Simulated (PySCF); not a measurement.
C3H2BrF. Atoms are numbered in the order given.

```xyz
7

C     -0.8173     2.7734     0.0000
C     -0.1385     1.6562     0.0000
C      0.5179     0.5271     0.0000
F      1.8385     0.4339     0.0000
Br    -0.3341    -1.1477     0.0000
H     -1.1130     3.2621    -0.9361
H     -1.1130     3.2621     0.9361
```

Geometry optimised at PBE0-D3(BJ)/def2-SVP.

The numbers are results of PBE0-D3(BJ)/def2-SVP (PySCF), not measurements.

Frequencies are harmonic and unscaled.

```
mode  ν (cm⁻¹)  IR (km/mol)  Raman (Å⁴/amu)  depolarisation  moving atoms (share of kinetic energy)
----  --------  -----------  --------------  --------------  --------------------------------------
1          146          0.8             9.9            0.71         C 52 %, F 17 %, Br 17 %, H 14 %
2          236          3.5             0.3            0.75                          C 67 %, H 26 %
3          334          1.8             3.0            0.75                 F 67 %, C 17 %, Br 15 %
4          450          5.7             4.3            0.15                         C 71 %, Br 23 %
5          481          0.8             5.5            0.75                          C 82 %, H 14 %
6          620          0.8             5.8            0.75                           H 87 %, C 9 %
7          663         44.6            15.4            0.23                          C 62 %, F 33 %
8          933         33.6             0.6            0.72                          H 73 %, C 27 %
9          999          0.1             0.4            0.75                          H 67 %, C 33 %
10        1089        196.8             8.5            0.36                          C 74 %, F 19 %
11        1318         92.9            32.8            0.39                  H 46 %, C 43 %, F 11 %
12        1480         80.6             7.3            0.73                          C 52 %, H 45 %
13        2118         50.9             2.8            0.35                                  C 99 %
14        3135          2.8           254.8            0.13                                  H 95 %
15        3227          0.1           146.7            0.75                          H 89 %, C 11 %
```
